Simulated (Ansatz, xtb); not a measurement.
**Two isomers of C5H10BN**

We compare X, `CC#CBN(C)C`, a singlet, with Y, `BN1CCC=C1C`, a singlet. Both are isolated molecules in the gas phase, relaxed with r2SCAN-D4/def2-SVP; the shapes shown needn't be the lowest conformers.

X (Å):

```yaml
atoms:
  - { symbol: C, position_ang: [-3.5800, 0.9602, -0.2200] }
  - { symbol: C, position_ang: [-2.4202, 0.1817, 0.1740] }
  - { symbol: C, position_ang: [-1.4391, -0.4734, 0.5066] }
  - { symbol: C, position_ang: [1.6119, -2.9188, 0.5798] }
  - { symbol: C, position_ang: [0.0739, -2.4389, -1.2297] }
  - { symbol: B, position_ang: [-0.2204, -1.2619, 0.9795] }
  - { symbol: N, position_ang: [0.4546, -2.1650, 0.1421] }
  - { symbol: H, position_ang: [-3.2778, 1.8511, -0.7955] }
  - { symbol: H, position_ang: [-4.2633, 0.3731, -0.8556] }
  - { symbol: H, position_ang: [-4.1497, 1.3092, 0.6570] }
  - { symbol: H, position_ang: [0.1987, -1.1226, 2.1076] }
  - { symbol: H, position_ang: [1.8512, -2.6702, 1.6216] }
  - { symbol: H, position_ang: [1.4266, -4.0069, 0.5087] }
  - { symbol: H, position_ang: [2.4931, -2.6940, -0.0497] }
  - { symbol: H, position_ang: [-0.1688, -3.5091, -1.3651] }
  - { symbol: H, position_ang: [-0.8042, -1.8390, -1.5017] }
  - { symbol: H, position_ang: [0.9003, -2.1974, -1.9236] }
```

Y (Å):

```yaml
atoms:
  - { symbol: C, position_ang: [0.3722, -2.2461, 0.7996] }
  - { symbol: C, position_ang: [0.8524, -0.8156, 1.1341] }
  - { symbol: C, position_ang: [-0.1026, 0.0457, 0.3584] }
  - { symbol: C, position_ang: [-0.9952, -0.7010, -0.3212] }
  - { symbol: C, position_ang: [-2.0987, -0.2337, -1.2024] }
  - { symbol: B, position_ang: [-1.5102, -3.1565, -0.6538] }
  - { symbol: N, position_ang: [-0.7860, -2.0861, -0.1161] }
  - { symbol: H, position_ang: [-2.4401, -2.9439, -1.3912] }
  - { symbol: H, position_ang: [-1.1722, -4.2779, -0.3548] }
  - { symbol: H, position_ang: [0.0557, -2.8002, 1.6963] }
  - { symbol: H, position_ang: [1.1520, -2.8426, 0.3024] }
  - { symbol: H, position_ang: [1.9022, -0.6498, 0.8307] }
  - { symbol: H, position_ang: [0.8120, -0.6085, 2.2190] }
  - { symbol: H, position_ang: [-0.0782, 1.1364, 0.3453] }
  - { symbol: H, position_ang: [-1.9849, -0.6268, -2.2259] }
  - { symbol: H, position_ang: [-2.1110, 0.8635, -1.2441] }
  - { symbol: H, position_ang: [-3.0770, -0.5863, -0.8367] }
```

Estimate which is lower in electronic energy at CCSD(T)/def2-SVP + ΔMP2/def2-TZVPP, and by roughly how much.

The CCSD(T)/def2-SVP + ΔMP2/def2-TZVPP calculation puts structure Y lower, by 16.2 kcal/mol.

How the difference moves with the method:

| level | geometry | E(Y) − E(X) (kcal/mol) | departure from the last row (kcal/mol) | job, with rough time for the two |
| --- | --- | --- | --- | --- |
| GFN2-xTB | GFN2-xTB | −36.5 | −20.3 | optimisation, 0.36 s |
| HF/STO-3G | GFN2-xTB | −30.2 | −13.9 | single point, 0.36 s |
| r2SCAN-D4/def2-SVP//GFN2-xTB | GFN2-xTB | −20.0 | −3.7 | single point, 2.3 s |
| r2SCAN-D4/def2-SVP | r2SCAN-D4/def2-SVP | −20.2 | −3.9 | optimisation, 19 s |
| HF/def2-SVP | r2SCAN-D4/def2-SVP | −14.4 | +1.9 | part of the CCSD(T) run |
| MP2/def2-SVP | r2SCAN-D4/def2-SVP | −16.4 | −0.1 | part of the CCSD(T) run |
| CCSD(T)/def2-SVP | r2SCAN-D4/def2-SVP | −17.5 | −1.2 | single point |
| CCSD(T)/def2-SVP + ΔMP2/def2-TZVPP | r2SCAN-D4/def2-SVP | −16.2 |  | single point, 42 s |

As drawn, Y has 2 C–C, 1 C=C, 1 B–H in place of 1 C≡C, 1 C–B, 1 C–H. Structure X has no ring, Y a 5-membered ring.

The levels shown agree on the order. The largest departure from CCSD(T)/def2-SVP + ΔMP2/def2-TZVPP is that of GFN2-xTB, 20.3 kcal/mol. A small imaginary or near-zero mode remains, so no thermal terms are given. The last row adds to CCSD(T) the change of the MP2 difference between the two basis sets, here +1.2 kcal/mol.

The correlated steps freeze 7 core orbitals. Codes used: Ansatz 0.2.0, xtb 6.7.1; the last row on 4 threads of Intel(R) Xeon(R) Platinum 8375C CPU @ 2.90GHz (Ice Lake) on a shared host.
